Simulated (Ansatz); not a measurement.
Single points on the cluster HfSe₂⁺.

```yaml
crystal:
  periodic: [false, false, false]
  atoms:
    - {symbol: Hf, position_ang: [-0.740480, 0.735407, -0.943097]}
    - {symbol: Se, position_ang: [1.296172, 0.386009, 0.332268]}
    - {symbol: Se, position_ang: [-0.555701, -1.121406, 0.610829]}
basis:
  gaussian: {orbitals: def2-TZVP, initial_orbitals: start.molden}
total_charge: 1
magnetization: {spin_polarized: true, initial_magnetization: 1}
hamiltonian: {xc: pbe0, dispersion: d4}
scf: {omitted_lower_state_checks: [starts]}
output: {orbitals: {seedname: orbitals}}
```

The file start.molden holds the orbitals of an earlier run on this structure, at another level or in another basis.

```sh
$ ansatz run in.yaml --threads 4 --pin off --events-out ev --progress --plain --max-ram 3916MiB
```

It prints (some lines left out):

```
Functional definition: PBE0
1018 factors; integrals over basis functions are off by at most 6.9e-4 eV
mean field evaluation 1: about -131983.5919 eV, gradient 3.3e-1 eV
mean field evaluation 2: about -131983.6816 eV, gradient 2.8e-4 eV
mean field evaluation 4: about -131983.6816 eV, gradient 2.2e-5 eV
mean field -131983.68157156 eV, -4850.3108360022 hartree, gradient 2.1e-5 eV, S^2 0.776212; 0 other end points of the search recorded, 0 dependent functions left out
reference -131983.68160114 eV, -4850.3108370893 hartree; 40, 39 occupied and 96, 97 virtual orbitals, 1018 factors
Total energy: -131983.78508358 eV, -4850.3146399988 hartree
Checks for a lower state left out: starts
```

It took 3.5 s on 4 threads of Arm Neoverse V2 on a shared host.

The first input with `hamiltonian: {xc: {name: r2SCAN0}, dispersion: d4}` (abridged; 10 s):

```
Functional definition: r2SCAN0
mean field -131997.78077316 eV, -4850.8289721045 hartree, gradient 4.2e-5 eV, S^2 0.784842
Total energy: -131997.80895499 eV, -4850.8300077675 hartree
Checks for a lower state left out: starts
```

As the first input, with `correlation: {method: ccsd_t}`, `scf: {omitted_lower_state_checks: [starts, cluster_reference]}` and without the key `hamiltonian` (abridged; 23 s):

```
Functional definition: HF
mean field -131892.35431174 eV, -4846.9546211078 hartree, gradient 9.8e-6 eV, S^2 0.776351
18 core orbitals not correlated: weight in the atoms' cores, before any rotation towards them, 1.000 or more for the frozen orbitals, at most 0.000 for the correlated occupied ones
second order -21.05036762 eV of doubles, -0.00000000 eV of singles
cycle   1  -19.98653089 eV  change     1.1e0 eV  update   1.9e-1
cycle   2  -20.60539163 eV  change   -6.2e-1 eV  update   9.9e-2
cycle   3  -20.83179877 eV  change   -2.3e-1 eV  update   4.4e-2
cycle   4  -20.82901569 eV  change    2.8e-3 eV  update   2.3e-2
cycle   5  -20.82238422 eV  change    6.6e-3 eV  update   1.4e-2
cycle   6  -20.83454875 eV  change   -1.2e-2 eV  update   8.7e-3
cycle   7  -20.83973529 eV  change   -5.2e-3 eV  update   5.6e-3
cycle   8  -20.84128931 eV  change   -1.6e-3 eV  update   3.0e-3
cycle   9  -20.84300382 eV  change   -1.7e-3 eV  update   1.9e-3
cycle  10  -20.84150132 eV  change    1.5e-3 eV  update   1.3e-3
cycle  11  -20.84213514 eV  change   -6.3e-4 eV  update   8.3e-4
cycle  12  -20.84299265 eV  change   -8.6e-4 eV  update   5.4e-4
cycle  13  -20.84313172 eV  change   -1.4e-4 eV  update   3.4e-4
cycle  14  -20.84307892 eV  change    5.3e-5 eV  update   1.8e-4
cycle  15  -20.84282219 eV  change    2.6e-4 eV  update   7.6e-5
cycle  16  -20.84282637 eV  change   -4.2e-6 eV  update   4.3e-5
perturbative correction -1.08006294 eV, -0.0396915808 hartree
Total energy: -131914.27720104 eV, -4847.7602724298 hartree
Checks for a lower state left out: starts, cluster_reference
```

As the first input, with `hamiltonian: {xc: pbe, dispersion: d4}`, `output: {forces: true, orbitals: {seedname: orbitals}}` (abridged; 3.2 s):

```
Functional definition: PBE
mean field -131980.69946616 eV, -4850.2012456501 hartree, gradient 3.8e-5 eV, S^2 0.773361
Total energy: -131980.82205642 eV, -4850.2057507590 hartree
Atom 0 force    -0.274644     0.272763    -0.349797 eV/Å
Atom 1 force     0.436301     0.106986     0.129925 eV/Å
Atom 2 force    -0.161657    -0.379749     0.219871 eV/Å
Dipole moment:    -0.519375     0.515817    -0.661494 e Å
Checks for a lower state left out: starts
```

The first input with `hamiltonian: {xc: {name: wB97X-V}}` (abridged; 17 s):

```
Functional definition: wB97X-V
mean field -131986.11728559 eV, -4850.4003468419 hartree, gradient 3.8e-5 eV, S^2 0.756790
Total energy: -131986.11728533 eV, -4850.4003468325 hartree
Checks for a lower state left out: starts
```

As the first input, with `hamiltonian: {xc: r2scan, dispersion: d4}` (abridged; 9.5 s):

```
Functional definition: r2SCAN
mean field -131999.50416085 eV, -4850.8923054339 hartree, gradient 2.5e-5 eV, S^2 0.787430
Total energy: -131999.52454866 eV, -4850.8930546720 hartree
Checks for a lower state left out: starts
```

Geometry: PBE0-D4/def2-TZVP.

In the def2 sets Hf takes a core potential; there is no spin–orbit coupling. Correlated methods freeze 18 core orbitals; core or outer-core shells of Hf, Se are correlated, in sets that lack core-valence functions. No other spin state of charge 1 was run. Another isomer (doublet) lies 0.06 eV lower at PBE0-D4/def2-TZVP; other spin states weren't run for this one.
